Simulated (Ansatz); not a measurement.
`ClCBr` + `[SiH3]`• → `Cl[CH]Br`• + SiH₄  (hydrogen abstraction from a C–H bond)

Calculated with Ansatz (gas phase, PBE0-D4/def2-TZVP geometries, no zero-point term in ΔE). CCSD(T)/CBS is the MP2 limit (def2-TZVPP, def2-QZVPP) plus CCSD(T) − MP2 in def2-TZVPP, frozen cores. This one scheme is used for every species. Functionals use def2-TZVPP. No spin–orbit coupling; open shells (•) take unrestricted orbitals. For Br outer-core shells are correlated without core-valence functions, which leaves a few kJ/mol of doubt a bond. Scalar relativity is left out up to krypton.

`ClCBr`:

Z-matrix (Å, degrees):
```
C
Cl 1 1.755
Br 1 1.930 2 113.3
H 1 1.085 2 108.8 3 -119.0
H 1 1.085 2 108.8 3 119.0
```

`[SiH3]`•:

Cartesian coordinates in Å:
```
Si 0.192 0.136 0.242
H -0.597 -0.962 0.859
H 1.099 -0.381 -0.816
H -0.694 1.206 -0.285
```

`Cl[CH]Br`•:

```xyz
4

Cl    0.600   -0.553   -1.418
C     0.131   -0.113    0.141
Br   -0.575    1.569    0.457
H    -0.155   -0.902    0.820
```

SiH₄:

Z-matrix (Å, degrees):
```
Si
H 1 1.485
H 1 1.485 2 109.5
H 1 1.485 2 109.5 3 -120.0
H 1 1.485 2 109.5 3 120.0
```

| level | ΔE (kcal/mol) | difference from CCSD(T)/CBS |
| --- | --- | --- |
| PBE-D4 | 6.7 | -0.6 |
| BLYP-D4 | 5.0 | -2.3 |
| PBE-QIDH | 7.6 | 0.3 |
| PBE | 6.6 | -0.7 |
| revPBE | 6.4 | -0.9 |
| LC-ωPBE | 6.5 | -0.8 |
| MP2/def2-SVP | 9.7 | 2.4 |
| CCSD(T)/def2-TZVPP | 7.3 | 0.0 |
| SCS-MP2/def2-QZVPP | 9.2 | 1.9 |
| CCSD/CBS(def2) | 7.1 | -0.2 |
| CCSD(T)/CBS | 7.3 | 0 |

Largest T1 diagnostic among the species: 0.015.

Leaving LDA and LC-ωPBE aside and taking each functional with its dispersion term where it has one, the values spread over 2.5 kcal/mol, from BLYP-D4 to PBE-QIDH. In def2-TZVPP, CCSD(T) changes the Hartree–Fock value by +2.7 kcal/mol (the triples alone add +0.2 kcal/mol) and MP2 by +5.5 kcal/mol.
